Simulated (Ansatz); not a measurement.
A search over several starts for the lowest SCF solution of the cluster CoW2⁻ at the given spin, in a small basis.

```yaml
crystal:
  periodic: [false, false, false]
  atoms:
    - {symbol: Co, position_ang: [-2.155331, 1.500264, -0.593102]}
    - {symbol: W, position_ang: [-0.245699, 0.389450, 0.086694]}
    - {symbol: W, position_ang: [-0.719670, 2.264486, 1.047807]}
basis:
  gaussian: {orbitals: def2-SVP, initial_orbitals: start.molden}
total_charge: -1
hamiltonian: {xc: pbe0, dispersion: d4}
output: {orbitals: {seedname: orbitals}}
```

The file start.molden holds the orbitals of an earlier run on this structure, at another level or in another basis.

```sh
$ ansatz run in.yaml --threads 4 --pin off --events-out ev --progress --plain --max-ram 3916MiB
```

It prints (some lines left out):

```
Functional definition: PBE0
966 factors; integrals over basis functions are off by at most 8.7e-4 eV
mean field evaluation 1: about -41259.2633 eV, gradient 5.3e1 eV
mean field evaluation 2: about -41259.7697 eV, gradient 1.5e0 eV
mean field evaluation 4: about -41259.9507 eV, gradient 5.5e-1 eV
mean field evaluation 8: about -41259.9528 eV, gradient 3.0e-4 eV
mean field evaluation 16: about -41259.5638 eV, gradient 3.7e0 eV
mean field evaluation 32: about -41259.8307 eV, gradient 6.7e0 eV
mean field -41259.95281530 eV, -1516.2752989616 hartree, gradient 2.7e-5 eV, S^2 0.000000; 7 other end points of the search recorded, 0 dependent functions left out
reference -41259.95283603 eV, -1516.2752997235 hartree; 28, 28 occupied and 67, 67 virtual orbitals, 966 factors
Total energy: -41260.05672402 eV, -1516.2791175367 hartree
```

Run time 3.8 s (4 threads of Arm Neoverse V2 on a shared host).

In the def2 sets W takes a core potential; there is no spin–orbit coupling. The restricted singlet is unstable towards broken spin symmetry at other levels; at PBE0-D4/def2-SVP this wasn't settled. The highest occupied level of the charge -1 singlet lies above zero (up to 0.24 eV). The electron is either unbound and held by the finite basis, or the level is raised by self-interaction error. The geometry of the singlet was relaxed on an unsound state (restricted singlet, unstable towards broken spin symmetry at other levels and untested here). At PBE0-D4/def2-TZVPD a quintet of charge -1 lies 2.23 eV below the restricted singlet, each at its own geometry. That quintet is doubtful there (⟨S²⟩ 7.38, where a pure state has 6.00). The structure comes from a short search, and lower isomers may exist.
